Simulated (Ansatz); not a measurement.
Cost and result for the atomization energy of BrGeH₄OP (`[OH][GeH]([PH2])[Br]`) (8 atoms, 7 bonds).

The species carries charge 0 and has multiplicity 1. Correlated methods include outer-core shells of Br, Ge, which these sets cover unevenly. Scalar relativity is left out up to krypton. The geometry is a stationary point of PBE0-D4/def2-TZVP. It is one conformer, not always the lowest. Program: Ansatz. All runs use 4 threads of an Arm Neoverse V1 on a shared host. Times are those of one run each, without the atoms' runs, and a repeat can differ threefold. Electronic energies, without spin–orbit coupling; frozen cores. CCSD(T)/CBS adds CCSD(T) − MP2 in def2-TZVPP to the MP2 limit, and its time is that of the two runs behind it. T1 = 0.011. With those shells the extrapolation isn't a true limit. B3LYP takes the VWN-RPA correlation (the form of Gaussian; ORCA's B3LYP/G). HSE06 is the plane-wave form, built on full-range PBE exchange.

CCSD(T)/CBS is a level of theory with its own doubt, some kJ/mol a heavy atom from the limit and from the frozen cores, so smaller differences don't rank the functionals.

```json
{"level": "CCSD(T)/CBS(def2)", "functions": "–", "atomization (kJ/mol)": "2343.6", "difference from CCSD(T)/CBS": "0.0", "per bond": "0.0"}
{"level": "MP2/def2-QZVPP", "functions": "425", "atomization (kJ/mol)": "2334.8", "difference from CCSD(T)/CBS": "-8.8", "per bond": "-1.3"}
{"level": "PBE-D4/def2-TZVPP (with forces)", "functions": "225", "atomization (kJ/mol)": "2353.3", "difference from CCSD(T)/CBS": "9.7", "per bond": "1.4"}
{"level": "CAM-B3LYP-D4/def2-TZVPP", "functions": "225", "atomization (kJ/mol)": "2321.2", "difference from CCSD(T)/CBS": "-22.4", "per bond": "-3.2"}
{"level": "HSE06-D4/def2-TZVPP", "functions": "225", "atomization (kJ/mol)": "2307.9", "difference from CCSD(T)/CBS": "-35.7", "per bond": "-5.1"}
{"level": "B3LYP-D4/def2-TZVPP (with forces)", "functions": "225", "atomization (kJ/mol)": "2315.8", "difference from CCSD(T)/CBS": "-27.8", "per bond": "-4.0"}
{"level": "B2PLYP/def2-TZVPP", "functions": "225", "atomization (kJ/mol)": "2287.8", "difference from CCSD(T)/CBS": "-55.8", "per bond": "-8.0"}
{"level": "BHLYP-D4/def2-TZVPP", "functions": "225", "atomization (kJ/mol)": "2246.2", "difference from CCSD(T)/CBS": "-97.4", "per bond": "-13.9"}
{"level": "CCSD(T)/def2-SVP", "functions": "116", "atomization (kJ/mol)": "2113.3", "difference from CCSD(T)/CBS": "-230.3", "per bond": "-32.9"}
{"level": "ωB97M-V/def2-TZVPP (with forces)", "functions": "225", "atomization (kJ/mol)": "2328.6", "difference from CCSD(T)/CBS": "-15.0", "per bond": "-2.1"}
{"level": "BLYP-D4/def2-TZVPP", "functions": "225", "atomization (kJ/mol)": "2314.8", "difference from CCSD(T)/CBS": "-28.8", "per bond": "-4.1"}
{"level": "CCSD(T)/def2-TZVPP", "functions": "225", "atomization (kJ/mol)": "2270.0", "difference from CCSD(T)/CBS": "-73.6", "per bond": "-10.5"}
{"level": "LDA (SPW92)/def2-TZVPP", "functions": "225", "atomization (kJ/mol)": "2699.3", "difference from CCSD(T)/CBS": "355.7", "per bond": "50.8"}
```

**Question.** Order the runs by time, with rough figures. (Best estimate.)

**Answer.** Computed: LDA (SPW92)/def2-TZVPP 1.5 s; BLYP-D4/def2-TZVPP 2.5 s; PBE-D4/def2-TZVPP (with forces) 3 s; HSE06-D4/def2-TZVPP 4.8 s; BHLYP-D4/def2-TZVPP 4.8 s; CAM-B3LYP-D4/def2-TZVPP 5 s; B3LYP-D4/def2-TZVPP (with forces) 6 s; B2PLYP/def2-TZVPP 7.5 s; CCSD(T)/def2-SVP 11 s; ωB97M-V/def2-TZVPP (with forces) 16 s; MP2/def2-QZVPP 30 s; CCSD(T)/def2-TZVPP 3.9 min; CCSD(T)/CBS(def2) 4.4 min.

The D4 term adds +34.6 kJ/mol with B3LYP and +18.1 kJ/mol with PBE0; it sums over pairs of atoms, weighted by their polarisabilities, and B3LYP, whose exchange is more repulsive, gets the larger term. At CCSD(T), def2-SVP lies −230.3 kJ/mol from the extrapolated value and def2-TZVPP −73.7 kJ/mol: correlation converges slowly with the basis, and small sets miss more of it in the bonded molecule than in its fragments. From BLYP to BHLYP (50 % exact exchange), in def2-TZVPP and without D4, the atomization energy moves by −54.4 kJ/mol: exact exchange takes away binding that semilocal exchange gives to molecules.
